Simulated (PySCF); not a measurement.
GeTe, SMILES [Ge]=[Te] (connectivity only; charge and spin as stated), neutral, multiplicity 1. Heavy atoms are numbered as in [Ge:1]=[Te:2].

Coordinates come from a PBE0-D3(BJ)/def2-TZVP optimisation. The def2 effective core potentials stand for the cores of Te; spin–orbit coupling is left out.

Method: PySCF with M06-2X/def2-TZVPD.

Mulliken values depend strongly on the basis, most of all with diffuse functions as here. ESP charges are fitted to the potential on shells at 1.4 to 2.0 van der Waals radii. Atomic charges (e), one atom of each kind:

```json
[
 {"atom": "Ge1", "ESP fit": "___", "Mulliken": "0.10"},
 {"atom": "Te2", "ESP fit": "___", "Mulliken": "-0.10"}
]
```

### Question
What belongs in the gaps? (Estimate from the structure and the level; the computed values follow.)

### Answer

- Ge1, ESP fit: 0.16
- Te2, ESP fit: -0.16
